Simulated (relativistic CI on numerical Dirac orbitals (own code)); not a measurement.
## One change at a time: Ba LIII

Base calculation: Dirac-Coulomb-Breit CI, separate exchange-only KLI orbitals for each configuration, model QED, unscaled Slater integrals.

CI space (outside the closed core 1s2): 2s2, 2s.2p, 2p2, 2p.3s, 2p.3p, 2s.3s, 2s.3p, 2s.3d, 2s.4s, 2s.4p, 2s.4d, 2s.4f, 3s2, 3s.3p, 3p2. Levels of other configurations are missing.

The lowest level and the first level of each name with at least 55 % of one term (blank where a level has no safe partner in the second run):

| Level | Base (eV) | Shift (eV) |
| --- | --- | --- |
| 2s2 1S_0 | 0.00 | 0.00 |
| 2s.2p 3P°_0 | 110.21 | -15.09 |
| 2s.2p 3P°_1 | 134.61 | -39.49 |
| 2p2 3P_0 | 318.51 | -73.55 |
| 2s.2p 3P°_2 | 538.18 | -443.06 |
| 2s.2p 1P°_1 | 605.21 | -422.34 |
| 2p2 3P_1 | 715.99 | -471.03 |
| 2p2 1D_2 | 732.18 |  |
| 2p2 3P_2 | 1153.41 |  |
| 2p2 1S_0 | 1204.14 | -864.25 |
| 2s.3s 3S_1 | 5861.87 | -341.15 |
| 2s.3s 1S_0 | 5884.53 | -345.01 |
| 2s.3p 3P°_0 | 5915.61 | -347.18 |
| 2s.3p 3P°_1 | 5916.54 |  |

At this charge energies of transitions that change n are usually good to better than 1 %, and those within a shell (Δn = 0) to a few per cent.

(1) One thing was changed in a second run, which moved the levels as shown. Which?
A. Breit term removed
B. QED terms removed
C. non-relativistic limit
D. configuration mixing switched off

Answers

(1) C. Non-relativistic limit. Without relativity the fine structure collapses and s electrons lose their extra binding.

LS names give the leading component of a level, which can be under half, so a name can repeat, a term be missing and a line seem to break the LS rules.
